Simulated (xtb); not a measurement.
xtb input (GFN2-xTB):

```bash
xtb mol.xyz --gfn 2 --sp --chrg 1 --uhf 0
```
mol.xyz:
```
3

Sb     0.02374638    -0.01419423     0.32164804
F      0.65368493     1.21433598    -0.91274954
F     -0.78824778    -1.13390200    -0.90992269
```

End of the output:

```
         :::::::::::::::::::::::::::::::::::::::::::::::::::::
         ::                     SUMMARY                     ::
         :::::::::::::::::::::::::::::::::::::::::::::::::::::
         :: total energy             -11.226014020545 Eh    ::
         :: gradient norm              0.037257576876 Eh/a0 ::
         :: HOMO-LUMO gap              3.098853172003 eV    ::
         ::.................................................::
         :: SCC energy               -11.232346514272 Eh    ::
         :: -> isotropic ES            0.219362793512 Eh    ::
         :: -> anisotropic ES          0.003073672106 Eh    ::
         :: -> anisotropic XC         -0.006702187262 Eh    ::
         :: -> dispersion             -0.000907027307 Eh    ::
         :: repulsion energy           0.006332493727 Eh    ::
         :: add. restraining           0.000000000000 Eh    ::
         :: total charge               1.000000000000 e     ::
         :::::::::::::::::::::::::::::::::::::::::::::::::::::

           -------------------------------------------------
          |                Property Printout                |
           -------------------------------------------------

    * Orbital Energies and Occupations

         #    Occupation            Energy/Eh            Energy/eV
      -------------------------------------------------------------
         1        2.0000           -1.3411581             -36.4948
         2        2.0000           -1.1190197             -30.4501
         3        2.0000           -1.0567858             -28.7566
         4        2.0000           -0.8452004             -22.9991
         5        2.0000           -0.8340429             -22.6955
         6        2.0000           -0.8288082             -22.5530
         7        2.0000           -0.8126644             -22.1137
         8        2.0000           -0.8081442             -21.9907
         9        2.0000           -0.8007868             -21.7905 (HOMO)
        10                         -0.6869061             -18.6917 (LUMO)
        11                         -0.5675955             -15.4451
        12                         -0.5102283             -13.8840
Note: The following floating-point exceptions are signalling: IEEE_UNDERFLOW_FLAG IEEE_DENORMAL
normal termination of xtb
        13                         -0.3253243              -8.8525
        14                         -0.3171838              -8.6310
        15                         -0.2928605              -7.9691
        16                         -0.1090696              -2.9679
        17                          0.2284927               6.2176
      -------------------------------------------------------------
                  HL-Gap            0.1138808 Eh            3.0989 eV
             Fermi-level           -0.7438465 Eh          -20.2411 eV

     #   Z          covCN         q      C6AA      α(0)
     1  51 Sb       1.444     1.005   363.243    37.592
     2   9 F        0.722    -0.002     9.389     3.619
     3   9 F        0.722    -0.002     9.389     3.619

 Mol. C6AA /au·bohr⁶  :        611.560716
 Mol. C8AA /au·bohr⁸  :      48654.851105
 Mol. α(0) /au        :         44.829426

Wiberg/Mayer (AO) data.
largest (>0.10) Wiberg bond orders for each atom

 ---------------------------------------------------------------------------
     #   Z sym  total        # sym  WBO       # sym  WBO       # sym  WBO
 ---------------------------------------------------------------------------
     1  51 Sb   2.989 --     2 F    1.495     3 F    1.495
     2   9 F    1.577 --     1 Sb   1.495
     3   9 F    1.577 --     1 Sb   1.495
 ---------------------------------------------------------------------------

Topologies differ in total number of bonds
Writing topology from bond orders to xtbtopo.mol

molecular dipole:
                 x           y           z       tot (Debye)
 q only:        0.046      -0.027       0.618
   full:        0.090      -0.054       1.220       3.112
molecular quadrupole (traceless):
                xx          xy          yy          xz          yz          zz
 q only:       -0.174      -0.022      -0.197       0.040      -0.024       0.372
  q+dip:       -0.028      -0.783      -0.823       0.030      -0.016       0.850
   full:        1.891      -2.854      -1.004      -0.334       0.207      -0.887

           -------------------------------------------------
          | TOTAL ENERGY              -11.226014020545 Eh   |
          | GRADIENT NORM               0.037257576876 Eh/α |
          | HOMO-LUMO GAP               3.098853172003 eV   |
           -------------------------------------------------

------------------------------------------------------------------------
------------------------------------------------------------------------
 total:
 SCF:
```
